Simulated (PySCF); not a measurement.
Which level of theory gave which numbers?

3,4-dimethylphosphinine, C7H9P.
SMILES: `c1(C)c(C)cpcc1`

The closed-shell ground state was solved 4 times with PySCF (density fitting, gas phase), always in the pcSseg-2 basis (421 functions), with these functionals: B97-2, KT3, PBE0 and wB97X-D. Isolated species at its PBE0-D3(BJ)/def2-TZVP geometry, gas phase.

```tsv
row	total energy (Eh)	HOMO (eV)	LUMO (eV)	dipole (D)
P	-613.5219	-8.44	0.40	2.56
Q	-620.7165	-5.89	-2.01	2.47
R	-613.5440	-6.53	-1.28	2.55
S	-613.1633	-6.76	-1.25	2.56
```

Problem. Which functional belongs to which row?

Solution. P = wB97X-D, Q = KT3, R = B97-2, S = PBE0. By rising HOMO–LUMO gap: KT3 (GGA) 3.88 eV; B97-2 (global hybrid, 21 % exact exchange) 5.25 eV; PBE0 (global hybrid, 25 % exact exchange) 5.51 eV; wB97X-D (range-separated hybrid) 8.84 eV. Total energies of different functionals aren't bounds to one another; each is stationary for its own functional.

wB97X-D is run here without its empirical dispersion term; that term would change no orbital, density or response property at a fixed geometry.
